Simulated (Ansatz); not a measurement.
Basis sets compared for Ca12O12 (started as a model of: 2x3x4 CaO rock-salt block). Charge 0, multiplicity 1. Geometry PBE-D4/def2-SVP. Ansatz on 4 threads of AMD EPYC 7R13 on a shared host and a share (37 GiB) of an NVIDIA H100 80GB HBM3; times are rough, and most runs start from earlier orbitals.

Cartesian coordinates in Å:
```
Ca 1.398 3.887 -0.693
Ca 0.468 -0.001 -2.806
Ca -0.645 1.521 -0.165
Ca -1.586 -2.484 -2.177
Ca -1.560 2.978 2.498
Ca -2.627 -0.952 0.533
Ca 2.627 0.952 -0.533
Ca 1.560 -2.978 -2.498
Ca 1.586 2.484 2.177
Ca 0.645 -1.521 0.165
Ca -0.468 0.001 2.806
Ca -1.398 -3.887 0.693
O 0.974 1.979 -1.741
O 0.051 -2.019 -3.623
O -0.100 3.504 0.905
O -1.094 -0.483 -1.152
O -2.091 1.038 1.565
O -2.907 -2.928 -0.432
O 2.907 2.927 0.432
O 2.091 -1.038 -1.565
O 1.094 0.483 1.152
O 0.100 -3.504 -0.905
O -0.051 2.019 3.623
O -0.974 -1.979 1.741
```

Single mean-field runs in def2-SVP, def2-TZVP are fitted with def2-universal-jkfit.

Binding counts from free atoms (Ca singlet, O triplet) in the same basis, without a counterpoise term.

```
           level  functions  energy (Eh)  HOMO (eV)  LUMO (eV)  binding per atom (eV)  wall time
 PBE-D4/def2-SVP        456   -9030.3488      -3.74      -1.32                   5.07      2.7 s
PBE0-D4/def2-SVP        456   -9030.7990      -4.91      -0.75                   4.78        3 s
```

Question: Estimate the rows for PBE-D4/def2-TZVP (with forces), PBE0-D4/def2-TZVP.

Answer: 
```
                         level  functions  energy (Eh)  HOMO (eV)  LUMO (eV)  binding per atom (eV)  wall time
PBE-D4/def2-TZVP (with forces)        804   -9032.3584      -3.78      -1.34                   4.87      5.5 s
             PBE0-D4/def2-TZVP        804   -9032.7936      -4.95      -0.78                   4.60        6 s
```
